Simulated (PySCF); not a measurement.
# InBr₃: from structure and modes to constants

All numbers come from PBE/[In def2-SVP with ECP28, Br def2-SVP], scalar-relativistic core potentials, density fitting, no spin–orbit coupling, PySCF.

The singlet minimum has D3h symmetry. Masses (u): In 114.90388, Br 78.91834.

```xyz
4
charge 0 multiplicity 1, angstrom
In    0.0000    0.0000    0.0000
Br    2.4848    0.0000    0.0000
Br   -1.2424    2.1519    0.0000
Br   -1.2424   -2.1519    0.0000
```

Harmonic wavenumbers (cm⁻¹): 61.8 (e', ×2), 75.9 (a2'', ×1), 198.4 (a1', ×1), 274.8 (e', ×2).

Problem. Find the principal moments of inertia and the rotational constants. What kind of rotor is it?

Solution. About the centre of mass I = 730.92, 730.92, 1461.8 u Å². With B = 16.8576/I this gives 0.02306, 0.02306, 0.01153 cm⁻¹. The molecule is an oblate symmetric top.

Problem. What is the harmonic zero-point energy?

Solution. Half the sum of all 6 wavenumbers, 948/2 = 474 cm⁻¹, which is 5.7 kJ/mol (1 cm⁻¹ = 0.0119627 kJ/mol).

Problem. Find the vibrational entropy and heat capacity at 298.15 K.

Solution. With u = 1.43878 ω/T, each mode gives S = R[u/(eᵘ−1) − ln(1−e⁻ᵘ)] and C = R u² eᵘ/(eᵘ−1)².
```tsv
ω (cm⁻¹)	u	S (J/(mol K))	C (J/(mol K))
61.8 (×2)	0.298	18.40	8.25
75.9	0.366	16.71	8.22
198.4	0.958	8.99	7.71
274.8 (×2)	1.326	6.55	7.20
```
The sums over all modes are S = 75.6 and C = 46.8 J/(mol K); the softest mode gives 24 % of the entropy (each member, where degenerate).
